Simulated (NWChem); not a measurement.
AlHOBrCl; SMILES [OH][Al]([Cl])[Br]

```xyz
5

Al     0.4337    -0.6134     0.0000
Cl    -0.9659    -2.1714     0.0000
Br    -0.2474     1.5355     0.0000
O      2.0803    -1.0563     0.0000
H      2.7976    -0.4025     0.0000
```
Atoms are numbered in this order, from 1.

Results from NWChem. Structure relaxed at the PBE-D3(BJ)/def2-SVP level. Total energies compare along this basis series because the functional is fixed.

| level | basis functions | energy (Ha) | highest occupied level (eV) | orbital gap (eV) | dipole (D) |
|---|---|---|---|---|---|
| Hartree-Fock/pcseg-1 | 82 | -3349.0799 | -12.02 | 13.80 | 2.18 |
| Hartree-Fock/aug-pcseg-1 | 122 | -3349.0963 | -11.96 | (withheld) | (withheld) |
| Hartree-Fock/pcseg-2 | 155 | -3349.5609 | -11.93 | 13.69 | 2.01 |
| Hartree-Fock/STO-3G | 42 | -3312.8884 | -8.74 | 15.84 | 2.84 |
| Hartree-Fock/def2-SVP | 87 | -3348.8910 | -11.81 | 13.85 | 2.01 |

Q: Fill in the missing entries.

A: 
- Hartree-Fock/aug-pcseg-1, orbital gap (eV): 12.45
- Hartree-Fock/aug-pcseg-1, dipole (D): 1.80
